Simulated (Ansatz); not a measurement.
Gas-phase electronic energies from Ansatz, PBE0-D4/def2-TZVP geometries. CBS: MP2 limit from def2 TZ/QZ plus the TZ coupled-cluster correction, frozen cores. Functionals use def2-TZVPP. Each species was taken in one conformer, which may not be the lowest.

Reaction (isomerisation): `O[Si]([SiH3])([SiH3])S` → `O[SiH2]S[SiH2][SiH3]`

| level | ΔE (eV) |
| --- | --- |
| PBE0-D4 | -0.58 |
| B2PLYP | -0.66 |
| PBE | -0.52 |
| MP2/def2-TZVPP | -0.74 |
| SCS-MP2/def2-TZVPP | -0.73 |
| CCSD/def2-TZVPP | -0.66 |
| MP2/def2-QZVPP | -0.76 |
| SCS-MP2/def2-QZVPP | -0.75 |

(1) What does CCSD(T)/CBS give? (Best estimate.)

Largest T1 diagnostic among the species: 0.013.

## Answers

(1) The calculation gave: -0.68 eV. The listed levels differ from it by 0.10, 0.02, 0.16, -0.06, -0.05, 0.02, -0.08, -0.07 eV.

From PBE to PBE0 (25 % exact exchange), in def2-TZVPP and without D4, ΔE moves by −0.07 eV.
